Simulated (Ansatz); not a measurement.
Isolated molecules relaxed with PBE0-D4/def2-TZVP in Ansatz; ΔE leaves out vibrations. CCSD(T)/CBS is the MP2 limit (def2-TZVPP, def2-QZVPP) plus CCSD(T) − MP2 in def2-TZVPP, frozen cores. This one scheme is used for every species. DFT in def2-TZVPP. B3LYP here is the variant with VWN-RPA as its local correlation; programs differ in this. HSE06 is defined as in plane-wave codes. Each species was taken in one conformer, which may not be the lowest.

Reaction (ligand exchange at a B–C bond): `OB(Cl)C[SiH3]` + silanol → `OB(Cl)O[SiH3]` + `C[SiH3]`

```
             level  ΔE (kJ/mol)  difference from CCSD(T)/CBS
       LDA (SPW92)       -103.5                          3.5
            PBE-D4       -100.7                          6.3
         revPBE-D4        -99.8                          7.2
           BLYP-D4       -110.0                         -3.0
         r2SCAN-D4       -109.5                         -2.5
            B97M-V       -112.0                         -5.0
           PBE0-D4       -104.4                          2.6
          B3LYP-D4       -112.7                         -5.7
        r2SCANh-D4       -110.1                         -3.1
        r2SCAN0-D4       -111.0                         -4.0
          HSE06-D4       -104.4                          2.6
          BHLYP-D4       -118.0                        -11.0
      CAM-B3LYP-D4       -115.7                         -8.7
           ωB97X-V       -108.8                         -1.8
           ωB97M-V       -108.5                         -1.5
            B2PLYP       -113.2                         -6.2
          PBE-QIDH       -107.6                         -0.6
               PBE       -102.4                          4.6
            revPBE       -102.3                          4.7
              BLYP       -113.3                         -6.3
            r2SCAN       -110.0                         -3.0
              PBE0       -106.0                          1.0
             B3LYP       -115.5                         -8.5
           r2SCANh       -110.6                         -3.6
             BHLYP       -120.5                        -13.5
           LC-ωPBE       -107.5                         -0.5
       HF/def2-SVP       -138.2                        -31.2
      MP2/def2-SVP       -122.3                        -15.3
     CCSD/def2-SVP       -125.2                        -18.2
  CCSD(T)/def2-SVP       -123.6                        -16.6
     HF/def2-TZVPP       -129.3                        -22.3
    MP2/def2-TZVPP       -106.0                          1.0
SCS-MP2/def2-TZVPP       -110.2                         -3.2
   CCSD/def2-TZVPP       -111.5                         -4.5
CCSD(T)/def2-TZVPP       -108.8                         -1.8
    MP2/def2-QZVPP       -105.3                          1.7
SCS-MP2/def2-QZVPP       -109.6                         -2.6
      HF/CBS(def2)       -130.3                        -23.3
     MP2/CBS(def2)       -104.2                          2.8
    CCSD/CBS(def2)       -109.7                         -2.7
       CCSD(T)/CBS       -107.0                            0
```

Largest T1 diagnostic among the species: 0.012.

From PBE to PBE0 (25 % exact exchange), in def2-TZVPP and without D4, ΔE moves by −3.6 kJ/mol. At CCSD(T), def2-SVP lies −16.6 kJ/mol from the extrapolated value and def2-TZVPP −1.8 kJ/mol. Leaving LDA and LC-ωPBE aside and taking each functional with its dispersion term where it has one, the values spread over 18.3 kJ/mol, from BHLYP-D4 to revPBE-D4.
